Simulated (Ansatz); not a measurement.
```yaml
crystal:
  periodic: [false, false, false]
  atoms:
    - {symbol: Cl, position_ang: [2.177554, -2.604697, -0.232863]}
    - {symbol: C, position_ang: [1.372822, -1.217331, -0.228140]}
    - {symbol: C, position_ang: [1.624302, -0.457847, -0.836569]}
    - {symbol: C, position_ang: [0.997791, 0.486670, -0.869142]}
    - {symbol: C, position_ang: [0.102986, 0.441318, -0.303738]}
    - {symbol: C, position_ang: [-0.555706, 1.269167, -0.379573]}
    - {symbol: C, position_ang: [-1.416815, 1.479950, 0.270334]}
    - {symbol: C, position_ang: [-1.934170, 0.510262, 0.976251]}
    - {symbol: C, position_ang: [-1.034717, -0.376232, 0.873667]}
    - {symbol: C, position_ang: [-0.140400, -0.463750, 0.358140]}
    - {symbol: C, position_ang: [0.601448, -1.432185, 0.386876]}
    - {symbol: H, position_ang: [2.310594, -0.411638, -1.481484]}
    - {symbol: H, position_ang: [1.383122, 1.232435, -1.336019]}
    - {symbol: H, position_ang: [-0.427716, 2.225709, -0.792765]}
    - {symbol: H, position_ang: [-1.917487, 1.908465, 0.209531]}
    - {symbol: H, position_ang: [-2.732781, 0.519158, 1.487758]}
    - {symbol: H, position_ang: [-1.422460, -1.186721, 1.339426]}
    - {symbol: H, position_ang: [0.336002, -1.870342, 0.795080]}
basis:
  gaussian: {orbitals: cc-pVTZ, final_grid: {core_spheres: 5, valence_spheres: 4, degree: 11}}
hamiltonian: {xc: {name: CAM-B3LYP}, dispersion: d3bjatm}
```

```sh
$ ansatz run in.yaml --threads 4 --pin off --events-out ev --progress --plain --max-ram 66560MiB --backend cuda --devices 0, --max-vram 37GiB
```

Output, abridged:

```
Functional definition: CAM-B3LYP
2348 factors; their error is unknown
564 factors; integrals over basis functions are off by at most 7.0e-6 eV
mean field evaluation 1: about -22900.4840 eV, gradient 1.4e2 eV
mean field evaluation 2: about -22863.9206 eV, gradient 2.0e2 eV
mean field evaluation 4: about -22938.9654 eV, gradient 1.5e1 eV
mean field evaluation 8: about -22939.4806 eV, gradient 3.1e0 eV
mean field evaluation 16: about -22939.5325 eV, gradient 1.7e-4 eV
mean field -22939.53250278 eV, -843.0122705036 hartree, gradient 5.6e-5 eV, S^2 0.000000; 0 other end points of the search recorded, 0 dependent functions left out
reference -22939.53273291 eV, -843.0122789607 hartree; 42, 42 occupied and 390, 390 virtual orbitals, 2348 factors
Total energy: -22940.03237608 eV, -843.0306405087 hartree
```

What is wrong with this run?

The geometry is squeezed to about two thirds of its size. The calculation finished and met its thresholds. The result belongs to that input, not to the molecule as meant.
